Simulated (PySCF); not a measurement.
A side-by-side comparison of computed properties.

First species: C8H8O.
SMILES with atom numbers: `[CH:1]#[C:2][C:3]#[C:4][C@H:5]([CH3:6])[C:7]([CH3:8])=[O:9]` (hydrogens: H10 on C1; H11 on C5; H12, H13, H14 on C6; H15, H16, H17 on C8)

Cartesian coordinates in Å at the GFN2-xTB level; atoms count from 1:
```xyz
17
C8H8O angstrom
C      4.297   -0.597    0.464
C      3.136   -0.343    0.271
C      1.824   -0.060    0.060
C      0.656    0.170   -0.144
C     -0.739    0.495   -0.347
C     -0.965    2.005   -0.248
C     -1.598   -0.266    0.674
C     -1.406   -1.759    0.658
O     -2.363    0.297    1.409
H      5.308   -0.817    0.631
H     -1.038    0.141   -1.344
H     -0.382    2.527   -1.004
H     -2.019    2.229   -0.389
H     -0.668    2.363    0.735
H     -1.613   -2.153   -0.334
H     -2.066   -2.228    1.383
H     -0.371   -1.993    0.901
```

Second species: C8H8O.
Structure used (GFN2-xTB), in Å, numbered top down from 1:
```xyz
17
C8H8O angstrom
C      2.1257    2.1531    1.1101
C      1.7263    1.1055    0.6779
C      1.2431   -0.1126    0.1743
O      1.9875   -1.2406    0.2932
C      1.2842   -2.2327   -0.2679
C      0.0968   -1.7751   -0.7517
C      0.0574   -0.3869   -0.4714
C     -1.0554    0.5628   -0.7572
C     -2.0156    0.6463    0.4316
H      2.4751    3.0678    1.4857
H      1.7267   -3.2092   -0.2620
H     -0.6596   -2.3457   -1.2510
H     -1.5994    0.2247   -1.6414
H     -0.6452    1.5548   -0.9584
H     -1.4928    1.0223    1.3082
H     -2.4187   -0.3370    0.6646
H     -2.8430    1.3146    0.2054
```

Levels: PBE0/def2-SVPD for dipole moment, HOMO energy, LUMO energy, HOMO–LUMO gap, static isotropic polarisability and electronic spatial extent ⟨r²⟩ about the centre of nuclear charge; TDDFT PBE0/def2-SVPD for lowest singlet excitation; TDA PBE0/def2-SVPD for lowest triplet excitation (Tamm–Dancoff); GFN2-xTB for rotational constant A and rotational constant C. Geometries: GFN2-xTB. All species are isolated and taken at one optimised geometry, non-relativistic unless stated. Electronic properties by PySCF.

Dipoles, sizes and rotational constants follow the conformer. The torsions of the flexible species, by atom-mapped SMILES:
- `[CH:1]#[C:2][C:3]#[C:4][C@H:5]([CH3:6])[C:7]([CH3:8])=[O:9]`: C4–C5–C7–C8 -56°
- `[CH:1]#[C:2][c:3]1[o:4][cH:5][cH:6][c:7]1[CH2:8][CH3:9]`: C6–C7–C8–C9 91°

| property | column X | column Y |
| --- | --- | --- |
| dipole moment | 1.39 D | 2.26 D |
| HOMO energy | -6.30 eV | -7.17 eV |
| LUMO energy | -0.73 eV | -1.11 eV |
| HOMO–LUMO gap | 5.57 eV | 6.06 eV |
| lowest singlet excitation | 5.08 eV | 4.37 eV |
| lowest triplet excitation (Tamm–Dancoff) | 3.22 eV | 3.68 eV |
| static isotropic polarisability | 97.4 au | 103.1 au |
| electronic spatial extent ⟨r²⟩ about the centre of nuclear charge | 1190 bohr² | 1605 bohr² |
| rotational constant A | 1.867 GHz | 3.122 GHz |
| rotational constant C | 0.997 GHz | 0.696 GHz |

Q: Which column belongs to which species?

A: Column X is the second species and column Y the first. The first has 17 atoms and 64 electrons, the second 17 and 64.

Q: How does each property change from the first species to the second?

A: dipole moment -0.87 D; HOMO energy +0.87 eV; LUMO energy +0.38 eV; HOMO–LUMO gap -0.49 eV; lowest singlet excitation +0.71 eV; lowest triplet excitation (Tamm–Dancoff) -0.46 eV; static isotropic polarisability -5.7 au; electronic spatial extent ⟨r²⟩ about the centre of nuclear charge -415 bohr²; rotational constant A -1.255 GHz; rotational constant C +0.301 GHz.

On the first: The polarisability is 15.28 Å³ as a volume (1 au = 0.148185 Å³), or 1.61 au for each of the 64 electrons. No computed singlet falls in the visible range (750 to 380 nm, 1.65 to 3.26 eV); S1 lies 1.11 eV above its blue end.

On the second: The dipole matches unit charges of opposite sign 0.29 Å apart (1 e·Å = 4.8032 D). The polarisability is 14.43 Å³ as a volume (1 au = 0.148185 Å³), or 1.52 au for each of the 64 electrons.
